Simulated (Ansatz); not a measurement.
C2H4OSi, SMILES `O=C=C[SiH3]`, relaxed with RKS PBE-D4/def2-SVP in Ansatz from a rough embedded geometry. The force threshold is 0.03 eV/Å; the program also tests the step.

The species carries charge 0 and has multiplicity 1.

Start:

```xyz
8

O     0.755   -2.395   -1.178
C     0.327   -1.284   -0.967
C    -0.182   -0.088   -0.773
Si   -0.072    0.653    0.750
H    -0.660    0.434   -1.623
H     1.339    0.843    1.249
H    -0.716    1.987    0.750
H    -0.791   -0.151    1.793
```

```tsv
step	energy (eV)	largest force (eV/Å)	largest move (Å)
1	-12048.0049	4.690	0.000
2	-12048.3751	2.242	0.073
3	-12048.4847	0.394	0.058
4 (rejected)	-12048.4844	0.558	0.046
5	-12048.4918	0.046	0.022
6	-12048.4925	0.021	0.020
7	-12048.4925	0.019	0.009
8	-12048.4929	0.063	0.058
9	-12048.4933	0.102	0.062
10	-12048.4943	0.113	0.029
11	-12048.4946	0.563	0.195
12	-12048.5030	0.235	0.027
13	-12048.5141	0.047	0.150
14	-12048.5172	0.517	0.196
15	-12048.5219	0.178	0.038
16	-12048.5240	0.081	0.033
17	-12048.5249	0.066	0.045
18	-12048.5254	0.024	0.029
19	-12048.5255	0.020	0.036
```

End:

```xyz
8

O     0.020   -2.546   -1.138
C     0.060   -1.377   -1.026
C     0.100   -0.064   -0.856
Si   -0.068    0.703    0.840
H     0.232    0.561   -1.756
H     1.156    1.508    1.189
H    -1.263    1.617    0.901
H    -0.237   -0.403    1.844
```

Hardware: 4 threads of a server CPU on a shared host. Wall time 16 s, peak host memory 0.17 GiB.
